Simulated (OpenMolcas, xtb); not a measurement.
## GaSiH3F2 (SMILES [F][Ga]([F])[SiH3]): methods side by side

GaSiH3F2 has 7 atoms, charge 0, and is taken as a singlet. SMILES: `[F][Ga]([F])[SiH3]`. The coordinates come from a PBE0-D4/def2-TZVP relaxation.

Each level gives the vertical energy of the triplet above the singlet (eV). The values are calculated.

| level | kind | program | value (eV) | less CCSD(T)/6-31G* | CPU time (all runs) |
| --- | --- | --- | --- | --- | --- |
| GFN1-xTB | semi-empirical | xtb | 4.84 | -0.73 | under 2 s |
| HF/6-31G* (spherical functions) | Hartree–Fock | OpenMolcas | 5.29 | -0.28 | 21 s |
| SVWN5/6-31G* (spherical functions) | LDA | OpenMolcas | 5.16 | -0.41 | 45 s |
| revPBE/6-31G* (spherical functions) | GGA | OpenMolcas | 5.01 | -0.56 | 60 s |
| r2SCAN/6-31G* (spherical functions) | meta-GGA | OpenMolcas | 5.10 | -0.47 | 82 s |
| BHLYP/6-31G* (spherical functions) | global hybrid | OpenMolcas | 5.58 | +0.01 | 60 s |
| CCSD(T)/6-31G* (spherical functions), open shells restricted | coupled cluster or CI | OpenMolcas | 5.57 | 0.00 | 2 min |

Differences are taken from CCSD(T)/6-31G* (spherical functions), open shells restricted for orientation; it has basis-set and higher-order errors of its own. All-electron rows without a relativistic Hamiltonian named are non-relativistic. The values span 4.84 to 5.58 eV. The xTB rows lack spin polarisation, so open shells miss the exchange term that lowers them. A triplet this far above the singlet is often a Rydberg-like or dissociative state; sets without diffuse functions put Rydberg states too high. In the correlated wave-function rows the outer d shell of Ga is correlated, in sets not made for it. Times are those of the runs behind each value, whatever else they computed, on shared processors of several kinds: orders of magnitude only.
